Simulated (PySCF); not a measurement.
# Shifts of the heteroatoms

Cartesian coordinates in Å; atom numbers follow the order of the lines, from 1:
```xyz
25

C    -3.0386    0.2579    0.8500
C    -1.6972    0.1712    0.1210
C    -1.6338   -1.1124   -0.7081
C    -1.5136    1.3862   -0.7893
C    -0.5669    0.1532    1.1643
O     0.6796    0.1007    0.5395
Si    2.0760   -0.4676    1.1001
O     3.0426   -0.3464   -0.1813
Si    4.4101   -0.1684   -1.0185
H    -3.0892    1.1589    1.4575
H    -3.8540    0.2817    0.1316
H    -3.1786   -0.6021    1.5009
H    -2.4184   -1.1175   -1.4612
H    -0.6705   -1.1852   -1.2054
H    -1.7605   -1.9848   -0.0703
H    -0.5275    1.3568   -1.2450
H    -2.2649    1.3919   -1.5757
H    -1.6027    2.3079   -0.2178
H    -0.6155    1.0598    1.7812
H    -0.6902   -0.7094    1.8305
H     2.6093    0.3507    2.1894
H     1.9898   -1.8812    1.4646
H     4.7010    1.2613   -1.1066
H     4.1337   -0.7615   -2.3244
H     5.4692   -0.8775   -0.2991
```

Level of theory: GFN2-xTB geometry, PBE0/pcSseg-1 with gauge-including orbitals, in PySCF 2.14.0 with density-fitted response routines (one conformer, equivalent nuclei averaged, non-relativistic, isolated molecule).

(1) Predict the ²⁹Si NMR data.

(2) Predict the ¹⁷O NMR data.

## Answers

(1) 
```
atoms                 environment  σ (ppm)  δ (ppm)
  Si7  silicon bonded to 2 O, 2 H    390.9    -41.4
  Si9    silicon bonded to O, 3 H    395.2    -44.8
```

Shieldings were converted by a linear fit to measured shifts: ²⁹Si (scatter 8.9 ppm rms, 25.8 ppm with the 6 outliers that the fit left out vs TMS, solution or neat liquid). A few per cent of atoms miss by over 2 rms, more outside the fitted compound classes.

On a 500 MHz spectrometer ²⁹Si resonates near 99.3 MHz, so 1 ppm is 99.3 Hz.

(2) 
| atoms | environment | σ (ppm) | δ (ppm) |
| --- | --- | --- | --- |
| O6 | oxygen bonded to C, Si | 291.7 | 1.0 |
| O8 | oxygen bonded to 2 Si | 309.8 | -15.5 |

Shieldings were converted by a linear fit to measured shifts: ¹⁷O (scatter 10.7 ppm rms, 12.2 ppm with the 3 outliers that the fit left out vs liquid water, solution or neat liquid). A few per cent of atoms miss by over 2 rms, more outside the fitted compound classes.

On a 600 MHz spectrometer ¹⁷O resonates near 81.3 MHz, so 1 ppm is 81.3 Hz.
